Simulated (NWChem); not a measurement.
Species: CH$_{8}$P$_{2}$Si; SMILES P[SiH](C)P

```xyz
12

Si     0.3776    -0.4476     0.0000
C      2.0975     0.3170     0.0000
P     -0.6565     0.1108    -1.9472
P     -0.6565     0.1108     1.9472
H      0.4796    -1.9419     0.0000
H      2.6593     0.0023    -0.8929
H      2.0422     1.4167     0.0000
H      2.6593     0.0023     0.8929
H     -1.9351    -0.3799    -1.5402
H     -0.9378     1.4513    -1.5370
H     -1.9351    -0.3799     1.5402
H     -0.9378     1.4513     1.5370
```
Atoms are numbered in this order, from 1.

Coordinates come from a PBE0/def2-SVP optimisation.

 Unshifted, non-relativistic core excitations; the lowest 4 roots alone, so stronger bands may lie above.

List the first C K-edge excitations from B3LYP/6-311G** (spherical d), restricted-window TDA (NWChem).


```json
[
 {"state": "S1", "energy (eV)": "275.3", "dipole oscillator strength": "0.0007", "leading excitation (squared amplitude)": "1s of atom 2 or its equivalents → LUMO (0.99)"},
 {"state": "S2", "energy (eV)": "275.8", "dipole oscillator strength": "0.0022", "leading excitation (squared amplitude)": "1s of atom 2 or its equivalents → LUMO+1 (0.94)"},
 {"state": "S3", "energy (eV)": "276.1", "dipole oscillator strength": "0.0003", "leading excitation (squared amplitude)": "1s of atom 2 or its equivalents → LUMO+2 (0.99)"},
 {"state": "S4", "energy (eV)": "276.3", "dipole oscillator strength": "0.0030", "leading excitation (squared amplitude)": "1s of atom 2 or its equivalents → LUMO+3 (0.97)"}
]
```
